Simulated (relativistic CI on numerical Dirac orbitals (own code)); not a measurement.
# Radial parameters of I²⁰⁺

Computed by Dirac-Coulomb-Breit CI, KLI orbitals optimised for each configuration, a model potential for QED, unscaled Slater integrals (own radial code, finite nucleus).

Slater integrals F^k, G^k are unscaled and averaged over j, outside the closed core [Ar] 3d10; ζ comes from projecting the Hamiltonian with its Breit term on Σ l·s of the shell.

- 4s2.4p3: F^2(4p,4p) = 150230, ζ(4p) = 79514 cm⁻¹; <r>(4p) = 0.6894, <r^2>(4p) = 0.5362 (bohr units).
- 4s.4p4: F^2(4p,4p) = 150190, G^1(4s,4p) = 197230, ζ(4p) = 79402 cm⁻¹; <r>(4s) = 0.6679, <r^2>(4s) = 0.5004, <r>(4p) = 0.6896, <r^2>(4p) = 0.5365 (bohr units).
- 4s2.4p2.4d: F^2(4p,4p) = 150210, ζ(4p) = 79767, F^2(4p,4d) = 145210, G^1(4p,4d) = 182850, G^3(4p,4d) = 116430, ζ(4d) = 9068.4 cm⁻¹; <r>(4p) = 0.6895, <r^2>(4p) = 0.5363, <r>(4d) = 0.713, <r^2>(4d) = 0.5797 (bohr units).

Averages of the first 10 configurations, taken without configuration mixing, which lowers the lowest level and can move excited configurations by several eV; other configurations of the list can lie among them:

| Configuration | Parity | States | Average energy above the lowest level (eV) |
| --- | --- | --- | --- |
| 4s2.4p3 | odd | 20 | 18.5 |
| 4s.4p4 | even | 30 | 82.0 |
| 4s2.4p2.4d | even | 150 | 110.0 |
| 4p5 | odd | 6 | 152.2 |
| 4s.4p3.4d | odd | 400 | 170.6 |
| 4s2.4p2.4f | odd | 210 | 204.6 |
| 4s.4p3.4f | even | 560 | 265.4 |
| 4p4.4d | even | 150 | 237.9 |
| 4s.4p2.4d2 | even | 1350 | 261.0 |
| 4s2.4p.4d.4f | even | 840 | 296.5 |
